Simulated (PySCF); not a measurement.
Molecule: SMILES C[SiH](C)[SiH2]O, C2H10OSi2.

Geometry:
```json
{"atom": "C1", "x (Å)": "1.552", "y (Å)": "-1.039", "z (Å)": "-0.984"}
{"atom": "Si2", "x (Å)": "0.388", "y (Å)": "0.414", "z (Å)": "-0.689"}
{"atom": "C3", "x (Å)": "1.092", "y (Å)": "1.594", "z (Å)": "0.601"}
{"atom": "Si4", "x (Å)": "-1.662", "y (Å)": "-0.407", "z (Å)": "0.083"}
{"atom": "O5", "x (Å)": "-1.268", "y (Å)": "-1.201", "z (Å)": "1.511"}
{"atom": "H6", "x (Å)": "1.151", "y (Å)": "-1.719", "z (Å)": "-1.751"}
{"atom": "H7", "x (Å)": "2.543", "y (Å)": "-0.693", "z (Å)": "-1.318"}
{"atom": "H8", "x (Å)": "1.679", "y (Å)": "-1.611", "z (Å)": "-0.052"}
{"atom": "H9", "x (Å)": "0.157", "y (Å)": "1.150", "z (Å)": "-1.977"}
{"atom": "H10", "x (Å)": "1.210", "y (Å)": "1.071", "z (Å)": "1.562"}
{"atom": "H11", "x (Å)": "0.421", "y (Å)": "2.453", "z (Å)": "0.760"}
{"atom": "H12", "x (Å)": "2.076", "y (Å)": "1.980", "z (Å)": "0.292"}
{"atom": "H13", "x (Å)": "-2.311", "y (Å)": "-1.349", "z (Å)": "-0.892"}
{"atom": "H14", "x (Å)": "-2.662", "y (Å)": "0.687", "z (Å)": "0.336"}
{"atom": "H15", "x (Å)": "-1.994", "y (Å)": "-1.614", "z (Å)": "1.987"}
```

Geometry PBE0-D3(BJ)/def2-SVP throughout; GIAO in PySCF 2.14.0 with density-fitted response routines, gas phase, one conformer, non-relativistic; equivalent atoms averaged; basis pcSseg-1.

Question: How do the absolute shieldings σ depend on the functional? (ppm; last column core-seconds on shared hosts with different chips, so compare them loosely; the GGAs took longer than the global hybrids here, which isn't the general rule, and the cause wasn't traced)

Answer: 
```csv
functional,kind,C1/C3,Si4,Si2,O5,H13/H14,H9,H15,H6/H7/H8/H10/H11/H12,core-s
HF,Hartree–Fock,196.7,415.8,431.6,348.7,27.07,28.15,30.83,31.35,9
LDA,LDA,188.0,330.3,364.3,343.5,24.98,26.53,30.77,30.43,24
PBE,GGA,186.1,350.9,378.4,336.7,25.62,27.13,31.29,30.80,30
BLYP,GGA,181.1,342.8,364.9,332.0,25.95,27.43,31.39,30.97,31
BP86,GGA,185.7,350.0,377.0,335.4,25.73,27.21,31.32,30.87,28
OPBE,GGA,190.5,375.5,402.5,337.4,25.78,27.24,31.34,30.83,31
KT2,GGA,189.0,375.7,403.9,336.9,25.65,27.13,31.35,30.78,30
KT3,GGA,187.3,383.0,405.7,333.5,26.05,27.48,31.45,30.92,32
B97-D,GGA,184.5,365.5,386.9,333.9,26.11,27.54,31.38,31.02,31
B3LYP,global hybrid,185.2,356.9,378.9,337.6,26.19,27.55,31.21,31.01,20
PBE0,global hybrid,190.6,368.5,395.0,342.6,25.99,27.34,31.12,30.89,18
mPW1PW91,global hybrid,189.6,366.9,393.0,341.3,26.10,27.43,31.15,30.94,19
WP04,global hybrid,176.8,358.5,372.6,324.6,27.11,28.28,31.15,31.21,12
B97-2,global hybrid,189.4,374.9,398.5,339.8,26.21,27.55,31.23,31.00,11
BHandHLYP,global hybrid,190.0,378.1,398.4,343.4,26.53,27.75,30.99,31.08,11
CAM-B3LYP,range-separated hybrid,188.9,361.3,385.9,343.8,26.21,27.51,31.08,30.98,15
wB97X-D,range-separated hybrid,190.8,369.5,396.1,342.5,26.21,27.50,31.19,31.03,15
LC-wPBE,range-separated hybrid,195.3,372.9,403.1,350.2,26.26,27.53,31.13,31.00,22
```

Question: Which nucleus moves most, in ppm?

Answer: Si4 (silicon bonded to O, Si, 2 H): from 330.3 ppm with LDA to 415.8 ppm with HF. The smallest spread is 0.68 ppm, at H15. Proton shifts span only some 12 ppm, so a few tenths of a ppm matter as much there as several ppm in carbon.
